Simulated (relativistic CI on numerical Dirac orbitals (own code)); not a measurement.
**Ions with 13 electrons, Al I to Ge XX**

Method of calculation: Dirac-Coulomb-Breit CI, KLI orbitals optimised for each configuration, model QED, unscaled Slater integrals (own radial code, finite nucleus).

CI space (outside the closed core [Ne]): 3s2.3p, 3s.3p2, 3s2.3d, 3p3, 3s.3p.3d, 3p2.3d, 3p.3d2, 3d3. Double excitations out of closed p, d and f shells are left out; levels of such configurations are missing from the list, as are those of other unlisted configurations, and high levels can miss mixing partners.

Energies above each ion's lowest level, in eV. Levels are followed by their leading LS label, which can pass from one level to another where the coupling changes.

```tsv
Ion	3s2.3p 2P°_1/2	3s2.3p 2P°_3/2	3s.3p2 4P_1/2	3s.3p2 4P_3/2	3s.3p2 4P_5/2	3s2.3d 2D_3/2	3s2.3d 2D_5/2
Al I	0	0.01179	3.0798	3.0857	3.0954	3.6033	3.6036
Si II	0	0.032947	4.9701	4.9834	5.005	10.4	10.401
P III	0	0.066106	6.8318	6.8567	6.8969	15.271	15.27
S IV	0	0.11417	8.6716	8.7134	8.7804	19.808	19.806
Cl V	0	0.18045	10.506	10.571	10.675	24.113	24.112
Ar VI	0	0.2686	12.345	12.442	12.594	28.263	28.265
K VII	0	0.38269	14.197	14.336	14.55	32.312	32.32
Ca VIII	0	0.52711	16.069	16.262	16.553	36.299	36.318
Sc IX	0	0.70664	17.966	18.227	18.614	40.252	40.286
Ti X	0	0.92641	19.892	20.238	20.739	44.194	44.248
V XI	0	1.1919	21.851	22.303	22.94	48.142	48.225
Cr XII	0	1.5091	23.847	24.428	25.225	52.113	52.232
Mn XIII	0	1.8841	25.882	26.621	27.603	56.12	56.285
Fe XIV	0	2.3238	27.96	28.89	30.082	60.176	60.397
Co XV	0	2.835	30.083	31.242	32.671	64.293	64.583
Ni XVI	0	3.4254	32.253	33.685	35.378	68.484	68.856
Cu XVII	0	4.1028	34.471	36.229	38.213	72.761	73.228
Zn XVIII	0	4.8756	36.739	38.881	41.181	77.136	77.713
Ga XIX	?	?	?	?	?	?	?
Ge XX	0	6.7427	41.424	44.551	47.55	86.233	87.077
```

(1) Fill in the row of Ga XIX.

The lowest level keeps the configuration 3s2.3p and J = 1/2 throughout.

Between Z = 29 and 32 the energy of 3s2.3p 2P°_3/2 follows a local power law Z^5.0. For orientation: electrostatic splittings inside a shell grow about linearly with the screened charge, excitations that change n as its square, and fine structure as its fourth power; written in Z itself the exponents are larger, since the screened charge grows faster in proportion.

The members near neutrality are the least accurate: they can be off by several eV, miss lower levels of configurations outside the list, or start from a wrong lowest level.

Answers

(1) 3s2.3p 2P°_1/2 0, 3s2.3p 2P°_3/2 5.7525, 3s.3p2 4P_1/2 39.056, 3s.3p2 4P_3/2 41.652, 3s.3p2 4P_5/2 44.291, 3s2.3d 2D_3/2 81.622, 3s2.3d 2D_5/2 82.325 (eV).
